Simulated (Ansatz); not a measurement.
Input for Ansatz (development build ahead of 0.2.0):

```yaml
crystal:
  periodic: [false, false, false]
  atoms:
    - { symbol: Li, position_ang: [-1.0743, -0.8766, 0.5231] }
    - { symbol: F, position_ang: [-1.4405, 0.4506, -0.651] }
    - { symbol: F, position_ang: [0.3202, -1.5605, -0.4052] }
    - { symbol: Li, position_ang: [0.0643, -0.1241, -1.4753] }
    - { symbol: F, position_ang: [-0.0713, 0.1376, 1.6364] }
    - { symbol: Li, position_ang: [-0.2887, 1.4069, 0.3653] }
    - { symbol: Li, position_ang: [1.2987, -0.4062, 0.587] }
    - { symbol: F, position_ang: [1.1916, 0.9723, -0.5802] }
basis:
  gaussian: { orbitals: def2-SVP }
magnetization:
  spin_polarized: true
  initial_magnetization: 2
hamiltonian:
  xc: hf
output:
  forces: true
```

The input is written out in the form of the current development build from the run's settings.

Results

```json
{"Converged": "yes", "Total energy": "-427.43052 hartree", "Spin squared of the determinant": "2.003", "Stability test": "minimum"}
```

Forces (eV/Å):
```csv
atom,Fx,Fy,Fz
Li1,-2.274,0.391,1.415
F2,0.965,-0.771,0.259
F3,0.318,-1.548,-0.401
Li4,-0.283,1.708,-2.082
F5,0.145,-0.584,-1.109
Li6,-0.138,0.673,0.175
Li7,1.877,1.214,1.526
F8,-0.610,-1.083,0.217
```

Caution: another spin multiplicity may lie lower; the determinant breaks the point group.
